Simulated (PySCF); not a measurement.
GeI2, SMILES [I][Ge][I] (connectivity only; charge and spin as stated), charge +1, multiplicity 2.

Geometry: B3LYP-D3(BJ)/def2-SVP. The multiplicity is an assumed one; other spin states were not compared. The isomer is the one that the SMILES or the coordinates give; other isomers of the formula were not compared. The def2 effective core potentials stand for the cores of I; spin–orbit coupling is left out.

Computed with PySCF with TDA-PBE/def2-SVPD.

Vertical excitations. Isolated molecule, no solvent.

| state | energy (eV) | λ (nm) | f | main pairs |
|---|---|---|---|---|
| root 1 | 0.93 | 1334 | 0.007 | β HOMO→LUMO 97 % |
| root 2 | 0.97 | 1274 | 0.000 | β HOMO−1→LUMO 100 % |
| root 3 | 1.55 | 801 | 0.001 | β HOMO−2→LUMO 100 % |
| root 4 | 1.70 | 727 | 0.004 | β HOMO−3→LUMO 97 % |
| root 5 | 2.57 | 482 | 0.001 | α HOMO→LUMO 97 % |
| root 6 | 2.78 | 446 | 0.000 | α HOMO−1→LUMO 70 %, β HOMO→LUMO+1 30 % |
| root 7 | 2.80 | 443 | 0.000 | α HOMO−2→LUMO 63 %, β HOMO−1→LUMO+1 33 % |
| root 8 | 2.94 | 421 | 0.000 | α HOMO−1→LUMO 30 %, β HOMO→LUMO+1 70 % |
| root 9 | 3.12 | 397 | 0.000 | α HOMO−2→LUMO 6 %, β HOMO−4→LUMO 57 %, β HOMO−1→LUMO+1 36 % |
| root 10 | 3.18 | 390 | 0.000 | α HOMO−3→LUMO 53 %, β HOMO−2→LUMO+1 46 % |
Unrestricted roots are not spin-pure.
